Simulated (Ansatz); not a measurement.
The same hydrogenolysis along the group O, S, Se.

Computed with Ansatz on PBE0-D4/def2-TZVP structures; ΔE is electronic, products minus reactants. CCSD(T)/CBS adds triple-zeta CCSD(T) − MP2 to the extrapolated MP2 energy (def2 sets, frozen cores). This one scheme is used for every species. Functionals use def2-TZVPP. For Se outer-core shells are correlated without core-valence functions, which leaves a few kJ/mol of doubt a bond. Scalar relativity is left out up to krypton. One conformer a species, not always the lowest.

| reaction | CCSD(T)/CBS(def2) (kJ/mol) |
| --- | --- |
| `OC1C[SiH2]1` + H₂ → H₂O + `C1C[SiH2]1` | -122 |
| `SC1C[SiH2]1` + H₂ → H₂S + `C1C[SiH2]1` | -65 |
| `[SeH]C1C[SiH2]1` + H₂ → H₂Se + `C1C[SiH2]1` | ? |

Task: Fill in the missing values. (An estimate is asked.)

Result: The calculation gave: `[SeH]C1C[SiH2]1` + H₂ → H₂Se + `C1C[SiH2]1`: -57.8 kJ/mol.

Largest T1 diagnostic: 0.012, for `SC1C[SiH2]1`.
